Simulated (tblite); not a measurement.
Species: C₆H₉NOSi.
SMILES with atom numbers: `[CH3:1][O:2][SiH2:3][c:4]1[cH:5][cH:6][cH:7][cH:8][n:9]1` (hydrogens: H10, H11, H12 on C1; H13, H14 on Si3; H15 on C5; H16 on C6; H17 on C7; H18 on C8)

Computed with GFN2-xTB (tblite), gas phase: L-BFGS steps from a force-field or distance-geometry start until the largest atomic force falls under 0.01 eV/Å.

Step 55: E = -712.2345 eV
```
atom  x, y, z in Å  |  force x, y, z in eV/Å
C1      3.4509    0.7198   -0.2140    0.006  -0.011  -0.009
O2      2.0757    0.4849   -0.1643   -0.035   0.003   0.011
Si3     1.2990   -0.9406   -0.0782    0.009  -0.005  -0.006
C4     -0.5104   -0.4342    0.0736    0.007  -0.008  -0.013
C5     -0.9962    0.8356   -0.2242   -0.005  -0.006  -0.030
C6     -2.3549    1.0834   -0.1315   -0.002   0.012   0.008
C7     -3.1930    0.0551    0.2675    0.005   0.002   0.026
C8     -2.6184   -1.1742    0.5536    0.022  -0.003   0.022
N9     -1.3249   -1.4157    0.4543    0.018  -0.013   0.008
H10     3.7322    1.0584   -1.2132   -0.025   0.004  -0.035
H11     3.6988    1.5001    0.5072   -0.002   0.023   0.012
H12     4.0222   -0.1778    0.0227    0.018  -0.020   0.017
H13     1.4993   -1.7360   -1.2985    0.020   0.000   0.023
H14     1.7562   -1.7111    1.0809   -0.029  -0.010  -0.007
H15    -0.3067    1.6068   -0.5298    0.002   0.012   0.014
H16    -2.7561    2.0599   -0.3639   -0.004   0.024  -0.007
H17    -4.2585    0.2010    0.3603   -0.003   0.006  -0.010
H18    -3.2239   -2.0091    0.8857   -0.001  -0.010  -0.027
```

Step 56: E = -712.2348 eV
```
atom  x, y, z in Å  |  force x, y, z in eV/Å
C1      3.4508    0.7207   -0.2130    0.000  -0.016  -0.023
O2      2.0766    0.4820   -0.1627   -0.058   0.001   0.017
Si3     1.2977   -0.9426   -0.0788    0.043  -0.009   0.001
C4     -0.5108   -0.4352    0.0699    0.016  -0.001  -0.005
C5     -0.9957    0.8355   -0.2262   -0.010  -0.007  -0.022
C6     -2.3540    1.0844   -0.1307   -0.009   0.007   0.011
C7     -3.1920    0.0561    0.2690    0.004  -0.004   0.020
C8     -2.6176   -1.1741    0.5531    0.007   0.000   0.017
N9     -1.3245   -1.4169    0.4517    0.009   0.004   0.003
H10     3.7277    1.0582   -1.2138   -0.009   0.004  -0.034
H11     3.6967    1.5037    0.5059   -0.001   0.019   0.014
H12     4.0250   -0.1750    0.0245    0.016  -0.014   0.017
H13     1.4996   -1.7407   -1.2971    0.020   0.003   0.023
H14     1.7541   -1.7117    1.0822   -0.034  -0.008  -0.013
H15    -0.3063    1.6073   -0.5310    0.003   0.005   0.012
H16    -2.7550    2.0617   -0.3611   -0.003   0.020  -0.006
H17    -4.2579    0.2020    0.3622    0.011   0.005  -0.006
H18    -3.2233   -2.0091    0.8841   -0.003  -0.009  -0.023
```

Q: Estimate the geometry and energy of step 57. (The exact step hangs on the optimiser's Hessian estimate; all steps are aligned on step 56, rigid shifts and turns removed.)

A: E = -712.2352 eV, largest force 0.065 eV/Å
```
atom  x, y, z in Å  |  force x, y, z in eV/Å
C1      3.4508    0.7207   -0.2124   -0.006  -0.011  -0.029
O2      2.0770    0.4803   -0.1580   -0.062   0.002   0.020
Si3     1.2971   -0.9436   -0.0784    0.057  -0.011   0.008
C4     -0.5110   -0.4357    0.0661    0.019   0.006   0.005
C5     -0.9956    0.8355   -0.2290   -0.012  -0.004  -0.008
C6     -2.3536    1.0855   -0.1300   -0.011   0.000   0.013
C7     -3.1910    0.0569    0.2709    0.002  -0.008   0.007
C8     -2.6164   -1.1742    0.5528   -0.007   0.004   0.006
N9     -1.3237   -1.4177    0.4494   -0.001   0.019  -0.003
H10     3.7212    1.0573   -1.2153    0.009  -0.003  -0.027
H11     3.6969    1.5065    0.5037    0.000   0.011   0.011
H12     4.0277   -0.1737    0.0256    0.006   0.001   0.010
H13     1.5012   -1.7431   -1.2949    0.022   0.002   0.013
H14     1.7510   -1.7126    1.0835   -0.036  -0.011  -0.011
H15    -0.3063    1.6081   -0.5322    0.002  -0.004   0.007
H16    -2.7545    2.0636   -0.3588    0.000   0.008  -0.004
H17    -4.2572    0.2025    0.3636    0.021   0.004   0.000
H18    -3.2225   -2.0098    0.8817   -0.003  -0.005  -0.017
```

The energy changes by -0.0004 eV. The first-order estimate −F·Δx gives -0.0006 eV and the mean of the old and new forces, exact on a quadratic surface, -0.0004 eV. The step makes an angle of 69° with the force vector and moves no atom by more than 0.007 Å.

What follows is the cost of the whole relaxation. On Arm Neoverse N1, one thread, shared host with 64 logical CPUs at a one-minute load of 60, this took 1.9 s of wall time.
